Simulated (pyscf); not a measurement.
PySCF, gas phase, ωB97X-D3(BJ)/def2-SVP geometries.

SMILES: [SiH3][SiH](Cl)[Si](Cl)(Cl)Cl
```xyz
11

Si     0.6619     0.2403     1.2721
Si    -1.6009     0.0824     0.7459
Cl    -2.1747    -1.9085     0.8726
Si    -1.8592     0.7048    -1.4620
Cl    -3.7530     0.4359    -2.1830
Cl    -1.3508     2.6878    -1.6215
Cl    -0.5521    -0.3899    -2.5995
H      1.3988    -0.6757     0.3586
H      1.1081     1.6462     1.0554
H      0.8853    -0.1564     2.6906
H     -2.4865     0.9092     1.6087
```
Charge 0, spin multiplicity 1.

Problem. How much does it cost (ΔH, 298 K, ωB97M-D3(BJ)/def2-TZVP) to split H₃Si–SiH(Cl)–Si(Cl)(Cl)–Cl (SMILES [SiH3][SiH](Cl)[Si](Cl)(Cl)Cl) at its Si–Si bond into H₃Si–SiH•–Cl + Cl–Si•(Cl)–Cl?

Solution. Si–Si to H₃Si–SiH•–Cl + Cl–Si•(Cl)–Cl: 75.0 kcal/mol. The 7 functionals that were run give +66.1 (PBE) to +79.4 kcal/mol (ωB97X-D3(BJ)/def2-TZVP). Other isomers of H₃Si–SiH•–Cl were not searched in full and may lie lower.
